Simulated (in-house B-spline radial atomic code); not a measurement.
Configurations of Rh+, with energies counted from [Kr] 4d8. Computed with a B-spline radial code for spherical atoms: Dirac-Hartree-Fock, average of configuration, Fermi nucleus of rms radius 4.4945 fm. Energies include first-order Breit, QED and recoil terms.

Occupations are held fixed; configurations that lie above the ionisation limit could autoionise.

| configuration | E - E(ref) (eV) | highest orbital | its <r> (bohr) |
| --- | --- | --- | --- |
| [Kr] 4d7 6s1 | 11.391 | 6s1/2 | 6.904 |
| [Kr] 4d7 4f1 | 13.986 | 4f5/2 | 8.878 |
| [Kr] 4d7 7p1 | 14.618 | 7p3/2 | 14.3 |
| [Ar] 3d10 4s2 4p5 4d8 6s1 | 62.115 | 6s1/2 | 6.866 |
| [Ar] 3d10 4s2 4p5 4d8 4f1 | 64.745 | 4f5/2 | 8.869 |
| [Ar] 3d10 4s2 4p5 4d8 5g1 | 65.991 | 5g9/2 | 13.75 |
| [Ar] 3d10 4s2 4p5 4d8 7g1 | 67.057 | 7g7/2 | 31.74 |

**Question.** Order these further configurations by energy, lowest first.
A. [Ar] 3d10 4s2 4p5 4d8 6g1
B. [Ar] 3d10 4s2 4p5 4d8 8g1
C. [Kr] 4d7 8g1
D. [Ar] 3d10 4s2 4p5 4d8 8f1
E. [Kr] 4d7 6f1

**Answer.** E (15.884 eV), C (16.557 eV), A (66.656 eV), D (67.311 eV), B (67.317 eV).

**Question.** How far above the reference does [Kr] 4d7 8p1 lie?

**Answer.** 15.558 eV; its least bound orbital is 8p3/2 with <r> = 21.73 bohr.

**Question.** How far above the reference does [Kr] 4d7 5g1 lie?

**Answer.** 15.23 eV; its least bound orbital is 5g9/2 with <r> = 13.75 bohr.
